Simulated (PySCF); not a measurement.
Point-charge models of `C#Cc1nncnc1C` against its computed dipole.

Coordinates (GFN2-xTB, Å) and charges (e) from the PBE0/pcSseg-1 density (PySCF):

```
atom       x       y       z  Mulliken      IAO  Hirshfeld  ESP-fitted
  C1  -1.644   2.467   0.209   -0.3420  -0.1898    -0.0697     +0.0011
  C2  -0.727   1.705   0.067   +0.4334  -0.0298    -0.0386     -0.6591
  C3   0.317   0.768  -0.099   -0.0385  +0.0603    +0.0536     +0.7620
  N4   1.537   1.219  -0.371   -0.2014  -0.1149    -0.0808     -0.2117
  N5   2.513   0.375  -0.531   -0.2341  -0.1724    -0.1109     -0.5225
  C6   2.269  -0.912  -0.416   +0.2896  +0.0959    +0.0778     +0.7204
  N7   1.086  -1.459  -0.149   -0.4148  -0.2799    -0.1454     -0.7101
  C8   0.076  -0.626   0.015   +0.0275  +0.1715    +0.0965     +0.4383
  C9  -1.272  -1.179   0.313   -0.1387  -0.4419    -0.1166     -0.5385
 H10  -2.430   3.152   0.329   +0.0558  +0.2122    +0.1038     +0.2200
 H11   3.104  -1.586  -0.552   +0.1238  +0.1771    +0.0665     -0.0020
 H12  -1.977  -0.875  -0.459   +0.1489  +0.1696    +0.0550     +0.1583
 H13  -1.219  -2.263   0.357   +0.1419  +0.1724    +0.0544     +0.1849
 H14  -1.632  -0.787   1.263   +0.1488  +0.1696    +0.0549     +0.1589
```

**Question.** What dipole does each set of charges give (1 e·Å = 4.803 D), and what does the density give?

**Answer.** The full density gives (-3.28, -1.16, 0.72) D, 3.56 D in size; dipole vectors point from the negative to the positive end.

```tsv
scheme	μx	μy	μz	size (D)	share of the full size (%)	angle to the full dipole (°)
Mulliken	-3.55	-2.74	0.86	4.56	128	18
IAO	-2.67	-1.09	0.59	2.95	83	3
Hirshfeld	-1.82	-0.53	0.39	1.94	55	3
ESP-fitted	-3.25	-1.13	0.71	3.51	99	0
```

**Question.** Which set comes closest?

**Answer.** Length of the difference vector: ESP-fitted 0.04 D, IAO 0.63 D, Mulliken 1.61 D, Hirshfeld 1.62 D. Closest: ESP-fitted. ESP charges are fitted to the potential around the molecule, whose slowest-falling term is the dipole's. The schemes that divide the density aren't constrained to reproduce the dipole.

**Question.** What is left for the Hirshfeld atoms' own dipoles?

**Answer.** The Hirshfeld atoms' densities add up to the full density, so μ = Σ q r + Σ (atomic dipoles). The atomic dipoles sum to (-3.28, -1.16, 0.72) − (-1.82, -0.53, 0.39) = (-1.46, -0.63, 0.33) D, 1.62 D in size.

**Question.** With the origin at the mean of the coordinates, (0.000, 0.000, -0.002) Å, which are the largest single terms, by size, of the ESP-fitted dipole along the direction of the full one?

**Answer.** C6 -6.51, N5 +6.40, C9 -4.20, C3 -2.06, N4 +1.92 D; all 14 atoms together +3.51 D. The single terms depend on the origin, their sum doesn't.

**Question.** Give the size of the full dipole in other units.

**Answer.** 3.56 D = 1.399 au = 0.740 e·Å = 11.86 × 10⁻³⁰ C·m.

Geometry: GFN2-xTB; no solvent, vibrations or thermal averaging.
